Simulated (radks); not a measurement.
Values are calculated unless marked as measured or tabulated.
Question: Ionisation of Fe, [Ar] 3d6 4s2, to Fe+, [Ar] 3d6 4s1, under several functionals. Scalar-relativistic Kohn-Sham, spin-polarised, spherical densities, finite nucleus; open shells are filled with parallel spins first; a radial shooting solver on a logarithmic mesh with Libxc functionals. Known Delta-SCF values: XLYP 8.105 eV; exchange-only r2SCAN 6.667 eV. What does PW91 give, and what is its highest occupied eigenvalue?

Answer: 7.862 eV by Delta-SCF; the 4s eigenvalue is -4.897 eV. NIST: 7.902 eV (measured).
